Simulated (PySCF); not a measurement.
A structure optimised at PBE-D3(BJ)/def2-SVP, used in a PySCF frequency run:

```xyz
11

Al     0.4831    -0.0164     0.2801
F      1.5353    -0.9752    -0.5969
Cl     0.8227     0.2498     2.3237
O     -0.8469     0.7559    -0.4347
C     -1.4629     0.6845    -1.7075
C     -1.6744    -0.7498    -2.1768
H     -2.4408     1.2111    -1.6378
H     -0.8551     1.2429    -2.4572
H     -2.3064    -1.3073    -1.4548
H     -2.1783    -0.7779    -3.1645
H     -0.7037    -1.2803    -2.2750
```

Problem. Write its SMILES and formula.

Solution. CC[O][Al]([F])[Cl], C2H5AlClFO

Problem. What are its rotational constants (standard atomic weights)?

Solution. 4.2331, 1.1778, 0.98393 GHz
